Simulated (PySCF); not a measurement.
Pb⁵²⁺: ionisation energy

Pb⁵²⁺ [Ar] 3d10 4s2 → Pb⁵³⁺ [Ar] 3d10 4s1 [4s1/2^1, M_J = 1/2], as a difference of total energies. All numbers are calculated (PySCF 2.14, the two-component X2C-1e Hamiltonian, in an even-tempered Gaussian basis (16 s from 8 bohr⁻², ratio 2.8; 13 p from 10 bohr⁻², ratio 2.8; 8 d from 18 bohr⁻², ratio 2.8; 4 f from 42 bohr⁻², ratio 3)). Correlated levels: [Ne] frozen; the 72 highest virtual spinors dropped. "Screened" scales the spin-orbit matrix elements by Boettger's factors to mimic the two-electron term; Breit and QED terms are absent.

| method | ionisation energy (eV) |
| --- | --- |
| GHF (spin-free) | 3191.5 |
| GMP2 (spin-free) | 3194.3 |
| GHF (screened spin-orbit) | 3190.9 |
| GMP2 (screened spin-orbit) | 3193.8 |

**Question.** How much does correlation contribute at GMP2 (screened spin-orbit)?

**Answer.** 3193.8 − (3190.9) = 2.9 eV, measured against GHF (screened spin-orbit).

Breit and QED terms and the two-electron picture change are absent.

For comparison: 3211 ± 4 eV (theoretical estimate listed by NIST; NIST Atomic Spectra Database, ionization energies).
